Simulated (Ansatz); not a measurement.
Cartesian coordinates in Å:
```
O -0.613 1.606 1.487
C -0.256 0.663 0.593
C -0.541 0.883 -0.748
C -0.172 -0.088 -1.660
N 0.441 -1.226 -1.343
C 0.705 -1.417 -0.056
C 0.384 -0.518 0.948
H -0.357 1.326 2.370
H -1.039 1.793 -1.058
H -0.385 0.062 -2.715
H 1.205 -2.347 0.200
H 0.628 -0.736 1.982
```

The species carries charge 0 and has multiplicity 1.

(1) List the r2SCAN/def2-TZVPP orbital energies in eV (Ansatz). (An estimate is asked.)

Answers

(1) Ansatz gave: Occupied: -517.18, -385.07, -275.36, -274.09, -274.03, -273.43, -273.27, -28.67, -24.77, -20.93, -20.02, -16.92, -16.34, -14.61, -13.02, -12.32, -11.50, -11.08, -10.92, -10.30, -9.56, -8.88, -6.87, -6.50, -6.18. Lowest empty: -1.23, -1.09, 0.68, 1.72, 2.62, 3.03, 3.10, 3.65.
